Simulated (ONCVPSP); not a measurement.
Pseudopotential generation for Ge: ONCV, BLYP, fully relativistic.

- Element: germanium (Ge)
- Generator: ONCVPSP 4.0.1
- Type: optimised norm-conserving Vanderbilt (ONCV)
- Functional: BLYP
- Relativity: fully relativistic
- Frozen core: [Ar] 3d10
- Valence charge: 4
- Reference configuration: 4s2 4p1 (charge +1)
- Partial waves: 4s: rc 1.85 bohr, ncon 4, nbas 7, qcut 4 1/bohr, 2 projectors, debl 2.1 Ha; 4p: rc 2.15 bohr, ncon 3, nbas 6, qcut 3.1 1/bohr, 2 projectors, debl 3.1 Ha; d scattering state at 0.35 Ha: rc 2.40 bohr, ncon 4, nbas 7, qcut 3.7 1/bohr, 1 projector
- Local potential: polynomial inside 1.20 bohr (lpopt 5, dvloc0 -1 Ha)
- Core correction: none

Open shells are filled in proportion to 2j + 1.

Poles of the logarithmic derivatives, all-electron (AE) and pseudo (PS). s: poles at 1.1 (AE) and 1.1, 1.6 (PS) Ha. p3/2: poles at 0.9 (AE) and 0.9, 5.0 (PS) Ha. p1/2: poles at 0.9 (AE) and 0.9 (PS) Ha. d5/2: poles at -1.4, 1.5 (AE) and 1.4, 3.9 (PS) Ha. d3/2: poles at -1.4, 1.5 (AE) and 1.2, 3.8 (PS) Ha. Test radii: s 1.87, p3/2 2.18, p1/2 2.18, d5/2 2.44, d3/2 2.44 bohr.

* Cutoffs needed: 9.0 Ha and 30 Ha (the cutoffs (Ha) at which the residual kinetic energy of the hardest occupied pseudo-wave falls to 1 and 0.1 mHa per electron)
* Ghost test: no bound ghost flagged; GHOST(+) flagged for s at 44.1 eV, p3/2 at 147.1 eV, p1/2 at 148.7 eV
* Largest excitation error: +283 meV (all-electron minus pseudo) for 4s1 4p0, out of 4 test configurations
